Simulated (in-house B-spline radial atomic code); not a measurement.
PBE excitations of Tl3+

Method: PBE. Computed with an all-electron radial atomic-structure program (B-spline basis): linear response of the closed shell [Xe] 4f14 5d10 with the functional's adiabatic kernel; scalar-relativistic (spin-free one-electron X2C), finite nucleus, no spin-orbit coupling, no double excitations, S, P, D and F terms only; shells from n = 3 respond. Only terms of natural parity with L up to 3 were computed.

Spin-orbit coupling is strong here, so these LS terms don't match observed levels.

Command:
```bash
python run_td.py task.json out
```
Settings (radii: box in bohr, nucleus in fm):
```
Z                        81
electrons                78
configuration            [Xe] 4f14 5d10
hamiltonian              x2c
method                   pbe,pbe
box_radius               8
wall_radius              8
rms_radius               5.4759
intervals                67
```

Cost of the run: 3.8 s on 1 thread of Intel(R) Xeon(R) Platinum 8559C (Emerald Rapids) (shared host).

Confined states, up to the first strongly mixed one, which can leave gaps near the end. Labels give the largest channel, * marks a mixed state, and oscillator strengths are full-response dipole values. Semilocal kernels can invert the small singlet-triplet splittings of Rydberg terms. Energies in eV:

```csv
state,full response,Tamm-Dancoff,oscillator strength
5d → 6s 3D,8.766,8.801,-
5d → 6s 1D,9.803,9.849,-
5d → 6p 3P,19.032,19.065,-
5d → 6p 3F,19.204,19.224,-
5d → 6p 1F,19.625,19.627,-
5d → 6p 1P,?,?,?
5d → 6d 3S,29.998,30.01,-
5d → 7s 3D,?,?,-
5d → 7s 1D,30.45,30.46,-
5d → 6d 3D,30.47,30.48,-
5d → 6d 1D,30.73,30.74,-
5d → 6d 1S,32.55,32.79,-
```

Task: Where does 5d → 6p 1P lie?

Result: At 20.609 eV in full response, 20.714 eV in Tamm-Dancoff, oscillator strength 0.976.

Task: Where does 5d → 7s 3D lie?

Result: At 30.26 eV in full response, 30.26 eV in Tamm-Dancoff.

Task: How large is the singlet-triplet splitting of 5d → 6s (D terms) in Tamm-Dancoff?

Result: 1.05 eV, from the unrounded values.

Task: What polarisabilities and dispersion coefficient does the method give?

Result: Dipole 5.41 bohr³, quadrupole 21.41 bohr⁵, C6 31.9 hartree·bohr⁶ for two such species.
